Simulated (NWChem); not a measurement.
# 1,5-cyclooctadiene (C8H12); SMILES C1=CCCC=CCC1

```xyz
20

C     -0.6692    -1.7294     0.1335
C      0.6693    -1.7294     0.1335
C      1.5737    -0.6573    -0.4108
C      1.5737     0.6573     0.4108
C      0.6693     1.7294    -0.1335
C     -0.6692     1.7294    -0.1335
C     -1.5738     0.6573     0.4108
C     -1.5738    -0.6573    -0.4108
H     -1.1664    -2.5889     0.5985
H      1.1665    -2.5888     0.5985
H      1.3013    -0.4213    -1.4546
H      2.5994    -1.0544    -0.4470
H      2.5994     1.0544     0.4470
H      1.3013     0.4213     1.4546
H      1.1665     2.5888    -0.5985
H     -1.1664     2.5889    -0.5986
H     -1.3013     0.4212     1.4546
H     -2.5996     1.0545     0.4470
H     -1.3013    -0.4212    -1.4546
H     -2.5996    -1.0545    -0.4470
```
Atoms are numbered in this order, from 1.

All runs: NWChem. Medium grid unless said otherwise, to which SCAN and Minnesota functionals are sensitive. Structure relaxed at the PBE0/def2-SVP level. No frequency run checked for a minimum. Hybrids' shares of exact exchange are those that their runs print; pure functionals count as 0. The functionals differ in more than this share.

| row | share of exact exchange | highest occupied level (eV) |
|---|---|---|
| PBE/def2-SVP | 0.00 | -5.52 |
| N12/def2-SVP | 0.00 | -5.32 |
| B3LYP/def2-SVP | 0.20 | -6.40 |
| B3PW91/def2-SVP | 0.20 | -6.46 |
| BHandHLYP/def2-SVP | 0.50 | -7.60 |
| M06-2X/def2-SVP | 0.54 | withheld |

Question: Fit a straight line of the last column on the one before it, predict the withheld value, and compare with the run.

Answer: 
1. Means of the 5 shown rows: x = 0.180, y = -6.260. Slope Σ(x − x̄)(y − ȳ)/Σ(x − x̄)² = -0.7380/0.1680 = -4.393; intercept -5.469.
2. The shown rows scatter about the line by 0.094 (root mean square); the largest residual is +0.15, at N12/def2-SVP.
3. At x = 0.54 (M06-2X/def2-SVP; beyond the shown range) the line gives -7.84.
4. The run gives -7.80, +0.04 from the line, 0.4 times the scatter.
